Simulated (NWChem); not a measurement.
# CH5BrOSi; SMILES C[SiH](O)Br

```xyz
9

Si    -0.0864    -0.8929     0.3823
C      1.4096    -1.7721    -0.2970
O     -1.4940    -1.3635    -0.3630
Br     0.0979     1.2841    -0.0257
H     -0.1810    -1.0483     1.8614
H      1.3639    -2.8524    -0.0821
H      2.3289    -1.3745     0.1598
H      1.4780    -1.6353    -1.3869
H     -1.6730    -2.3078    -0.4056
```
Atoms are numbered in this order, from 1.

This is a stationary point of PBE0/def2-SVP (NWChem), point group C1. This build's default masses of Se (78.918 u) and Br (79.917 u) are each other's, which moves their modes by up to 0.6 %.

Is it a minimum? If not, what does it relax to?

No. It has an imaginary frequency of 149i cm⁻¹. Following that mode (on a finer grid) lowers the energy by 3.0 kcal/mol and ends, with real frequencies alone, at point group C1:
```xyz
9

Si    -0.0875    -1.0806     0.3945
C      1.4749    -1.7872    -0.3075
O     -1.3574    -1.8397    -0.3517
Br    -0.1632     1.1235    -0.0157
H     -0.1790    -1.2015     1.8773
H      1.5231    -2.8696    -0.1102
H      2.3561    -1.3073     0.1433
H      1.5080    -1.6288    -1.3957
H     -2.2450    -1.5505    -0.1195
```
